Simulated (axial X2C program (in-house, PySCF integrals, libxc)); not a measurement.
# What spin–orbit coupling does to PdC

Calculated with an in-house relativistic program for diatomic molecules. Spin-free means the one-electron spin-free X2C Hamiltonian; two-component (2c) means X2C with spin–orbit coupling and atomic mean-field two-electron Coulomb and Gaunt terms, so the difference of the two also holds small scalar two-electron terms. Basis: Pd dyall-cv3z [12s12p8d5f3g], C dyall-v3z [7s6p2d1f] (cores contracted in-house); Gaussian nuclei, density fitting, unrestricted open shells. Masses: Pd 105.903 u, C 12.000 u.

Spin-free state: M_S = 1, Λ = 1 (beyond evenly filled blocks: σα, π+α); fragments Pd + C.

```csv
level,Re (Å),ωe (cm⁻¹),De (eV),μ (D)
PBE0,1.742,768.6,3.160,-2.52
B97-3,1.758,736.9,2.849,-2.63
```

Dipoles are positive if C is the positive end.

Two-component determinant lowest at the distance of the search:

Ω = 2 (⟨Sz⟩ = 1.00, ⟨Lz⟩ = 1.00 at PBE0); fragments Pd + C.

```csv
level,Re (Å),ωe (cm⁻¹),De (eV),μ (D)
PBE0,1.745,764.2,3.117,-2.53
B97-3,1.761,732.2,2.809,-2.64
```

Task: From the two tables, how do the constants change at the PBE0 level (2c against spin-free)?

Result: At the PBE0 level Re goes up by 0.003 Å and ωe drops by 4.4 cm⁻¹; De is not compared, since the atomic limits differ or miss part of their spin–orbit lowering.

The state is one determinant whose occupation by symmetry is held fixed; it was picked as the lowest of a PBE0 search that is not exhaustive. Dissociation energies refer to the lowest single-determinant-based atoms at the same level and basis. Density functionals use the spin component along the axis (collinear). In 2c an atomic determinant is not the ground J level, so De misses part of the atomic spin–orbit lowering. This holds for PBE0, B97-3. PBE0 can misorder states that lie within some tenths of an eV, so this need not be the ground state of the molecule. The nearest other spin-free determinant of the search, M_S = 0, Λ = 0, lies 0.09 eV up at the distance of the search. The functionals have no current-density term, which raises determinants with orbital currents, atoms included. With several unpaired electrons one determinant need not be a pure state. A state of lower Ω lies just above, and one determinant can place such states too high, so the state shown need not be the lowest. The search has Ω = 0 only 0.03 eV up. Open-shell Ω = 0 determinants with evenly filled partner blocks cannot be reached by this program, so the Ω shown need not be the lowest component.
